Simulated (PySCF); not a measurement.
A calculated (MN15, PySCF 2.14, aug-cc-pVQZ-DK, the spin-free X2C one-electron Hamiltonian (Gaussian nucleus)) atom or ion has these occupied shells.

| shell | electrons | orbital energy (eV) | rms radius, mean of both spins (bohr) |
| --- | --- | --- | --- |
| 1s β | 1 | -7015.7 | 0.0675 |
| 1s α | 1 | -7015.6 | 0.0675 |
| 2s α | 1 | -839.76 | 0.293 |
| 2s β | 1 | -838.81 | 0.293 |
| 2p α | 3 | -730.49 | 0.261 |
| 2p β | 3 | -729.11 | 0.261 |
| 3s α | 1 | -123.46 | 0.877 |
| 3s β | 1 | -120.40 | 0.877 |
| 3p α | 3 | -92.255 | 0.918 |
| 3p β | 3 | -87.570 | 0.918 |
| 3d α | 5 | -38.532 | 1.11 |
| 4p α | 1 | -18.618 | 2.97 |

Name the element and its charge.

Fe²⁺ (iron, charge +2), in [Ar] 3d5 4p1, high-spin 7P determinant (an excited configuration).
